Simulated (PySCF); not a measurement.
**Correlation energy of Ga¹⁹⁺ (gallium, charge +19)**

[Ne] 3s2, closed-shell 1S. Computed with PySCF 2.14 in an uncontracted even-tempered set (18 s from 1.9 bohr⁻², ratio 2.5; 11 p from 2.4 bohr⁻², ratio 2.5; 5 d from 9.5 bohr⁻², ratio 2.7; 4 f from 14 bohr⁻², ratio 2.7), with scalar relativity by spin-free X2C-1e. Frozen: 1s2; 10 electrons correlated; the 19 highest virtual orbitals of each spin left out.

| level | correlation energy (mhartree) |
| --- | --- |
| CCSD | -437.35 |
| (T) | -1.85 |
| CCSD(T) | -439.20 |

Diagnostics: T1 = 0.00072, D1 = 0.0023, largest double amplitude 0.083.

Problem. Is a single reference adequate?

Solution. Mostly. T1 lies below 0.03, but a double amplitude of this size points to a near-degeneracy that CCSD handles and MP2 describes poorly.

At this charge the one-electron X2C treatment keeps the bare 1/r₁₂, with no two-electron picture change or Breit term. The effect here is smaller than on the frozen 1s shell; and a scalar Hamiltonian misses the large spin-orbit splitting of the p shells, which matters for ns² → np² pairs.
